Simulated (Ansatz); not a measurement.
Geometry optimisation, RKS B3LYP/def2-SVP in Ansatz 0.2.0.

input.yaml

```yaml
crystal:
  periodic: [false, false, false]
  atoms:
    - { symbol: B, position_ang: [0.0, 0.0, 0.0] }
    - { symbol: F, position_ang: [0.0, 0.0, 1.32] }
    - { symbol: Cl, position_ang: [1.6108, 0.0, -0.93] }
    - { symbol: C, position_ang: [-1.3856, 0.0, -0.8] }
    - { symbol: H, position_ang: [-1.9458, -0.9305, -0.5708] }
    - { symbol: H, position_ang: [-1.9898, 0.8797, -0.4946] }
    - { symbol: H, position_ang: [-1.1839, 0.0508, -1.8903] }
basis:
  gaussian: { orbitals: def2-SVP }
hamiltonian:
  xc: b3lyp
relax:
  f_tol: 0.02
  max_steps: 40
output:
  orbitals: {}
```

Launched with:

```bash
$ ansatz run input.yaml --threads 1 --pin off --max-ram 2048MiB --backend cpu --events-out ev --progress --plain --runs-dir out
```

**Question.** Where does it end, and by what steps?

**Answer.** The forces met the threshold. After 5 steps the energy has fallen by 0.131 eV; Cl3 moved furthest, 0.09 Å.

```tsv
step	energy less start (eV)	largest force component (eV/Å)	accepted
0	0.0000	1.282	yes
1	-0.1050	0.742	yes
2	-0.1287	0.207	yes
3	-0.1204	0.499	no
4	-0.1310	0.067	yes
5	-0.1311	0.012	yes
```

```xyz
7
Properties=species:S:1:pos:R:3
B 0.003 0.002 -0.044
F 0.017 -0.001 1.280
Cl 1.582 -0.004 -0.844
C -1.354 0.004 -0.817
H -1.922 -0.906 -0.555
H -1.973 0.855 -0.479
H -1.247 0.051 -1.908
```

Whether the end is a true minimum wasn't checked by a vibrational analysis.

Run time: 18 s on 1 thread of Arm Neoverse V1, on a shared host, peak memory 0.12 GiB.
